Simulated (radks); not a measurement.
Values are calculated unless marked as measured or tabulated.
Problem. The table gives one normalised radial function P(r) = r R(r) (large component) of Yb3+ in [Xe] 4f12.5 5d0.5 (r in bohr). Level of theory: Dirac Kohn-Sham, BLYP, spin-unpolarised, spherical densities, point nucleus; open shells are shared between the two j in proportion to 2j + 1 (a radial shooting solver on a logarithmic mesh with Libxc functionals).

r,P
0.002819,0.0000
0.003281,0.0000
0.00382,0.0000
0.004447,0.0000
0.005177,0.0000
0.006027,0.0000
0.007016,0.0000
0.008168,0.0000
0.009509,0.0000
0.01107,0.0001
0.01289,0.0001
0.015,0.0002
0.01747,0.0004
0.02033,0.0007
0.02367,0.0012
0.02756,0.0021
0.03208,0.0036
0.03735,0.0060
0.04348,0.0100
0.05062,0.0164
0.05892,0.0266
0.0686,0.0422
0.07986,0.0657
0.09371,0.1024
0.1091,0.1523
0.127,0.2204
0.1479,0.3099
0.1721,0.4218
0.2004,0.5545
0.2333,0.7018
0.2716,0.8529
0.3162,0.9927
0.3681,1.1047
0.4285,1.1728
0.4988,1.1873
0.5807,1.1476
0.676,1.0615
0.787,0.9416
0.9162,0.8025
1.067,0.6575
1.242,0.5175
1.446,0.3904
1.683,0.2814
1.959,0.1926
2.281,0.1243
2.655,0.0748
3.091,0.0414
3.598,0.0206
4.189,0.0090
4.877,0.0034
5.677,0.0011
6.609,0.0003
7.694,0.0001
8.958,0.0000
10.43,0.0000

Which n and l does it have? It may be an empty orbital.

Solution. n = 4, l = 3: the number of nodes gives n - l - 1 = 0, the rise at small r points to l (this Dirac orbital starts as r^gamma with gamma = sqrt((l + 1)^2 - (Z/c)^2) = 3.97; the j = 7/2 orbital of l + 1 starts with the same power, but with a smaller coefficient, and then steepens), and the extent must fit the shell. The curve is that of 4f7/2; the two j differ most near the nucleus, where j = l - 1/2 has the larger amplitude, and in heavy atoms j = l - 1/2 is also the more compact. 4f7/2: eigenvalue -38.839 eV, 0 radial nodes, <r> = 0.723 bohr, 90 % of the charge inside 1.23 bohr.
